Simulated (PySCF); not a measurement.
C6H9ClO.
Atom-mapped SMILES: `[Cl:1][CH2:2][C@@H:3]1[CH:4]=[CH:5][O:6][CH2:7][CH2:8]1`

Geometry (GFN2-xTB, Å), atoms numbered from 1 in this order:
```xyz
17
C6H9ClO angstrom
Cl    -3.2447   -0.1741   -0.0443
C     -1.7288   -1.0530    0.2910
C     -0.5380   -0.3662   -0.3679
C      0.7095   -1.1689   -0.1067
C      1.8695   -0.5875    0.1725
O      2.1062    0.7442    0.2038
C      1.0456    1.5505   -0.2788
C     -0.3180    1.0470    0.1803
H     -1.6134   -1.0865    1.3748
H     -1.8607   -2.0630   -0.0974
H     -0.7306   -0.3126   -1.4474
H      0.6342   -2.2428   -0.1234
H      2.7650   -1.1449    0.4061
H      1.2448    2.5563    0.0972
H      1.0851    1.5677   -1.3766
H     -1.0963    1.7263   -0.1651
H     -0.3364    1.0194    1.2720
```

NICS = −σ at a ghost point: NICS(0) at the centroid of the ring atoms, NICS(1) 1 Å to either side along the normal of their mean plane, zz for the tensor component along that normal. Level: GIAO PBE0/pcSseg-1 (PySCF, non-relativistic, gas phase) on the GFN2-xTB geometry, one conformer.

Ring bond lengths (Å), with Mayer bond orders in brackets: C3–C4 1.506 (1.00), C4–C5 1.327 (1.82), C5–O6 1.353 (1.06), O6–C7 1.417 (0.89), C7–C8 1.524 (1.05), C8–C3 1.532 (0.99).

Problem. Give the NICS values of each ring in ppm.

Solution. 
```json
{"ring": "C3–C4–C5–O6–C7–C8", "type": "6-membered ring with O; formal bonds 1 double, 5 single", "NICS(0)": "-1.4", "NICS(1), two faces": "-1.5 / -2.5", "NICS(1)zz, two faces": "1.5 / 1.8", "rms pucker (Å)": "0.20", "centre to ring atoms, mean (Å)": "1.41"}
```

Problem. What do they say, and how far can they be read as aromaticity?

Solution. 
- C3–C4–C5–O6–C7–C8: mean NICS(1)zz 1.6 ppm, near zero. C3, C7, C8 have four or more neighbours, so the value isn't read as a sign of a π ring current.

Problem. At the first NICS(1) probe listed for ring C3–C4–C5–O6–C7–C8, 1 Å off the ring, how large is the induced field along the normal in 14.1 T applied along it?

Solution. NICSzz × B0 = 1.5 ppm × 14.1 T = 21 μT, along the applied field.

Problem. How shielded are the nuclei of the rings and their hydrogens (means over atoms taken as equivalent)?

Solution. 
```
atoms                    environment  σ isotropic (ppm)
   C3                 allylic carbon              148.6
   C4               alkene CH carbon               82.5
   C5  vinylic carbon bearing oxygen               33.5
   O6            cyclic ether oxygen              214.7
   C7     sp3 carbon bound to oxygen              118.8
   C8                ring CH2 carbon              155.1
  H11               methine hydrogen              29.26
  H12               vinylic hydrogen              27.34
  H13               vinylic hydrogen              25.15
  H14             methylene hydrogen              27.31
  H15             methylene hydrogen              27.72
  H16             methylene hydrogen              29.46
  H17             methylene hydrogen              30.46
```
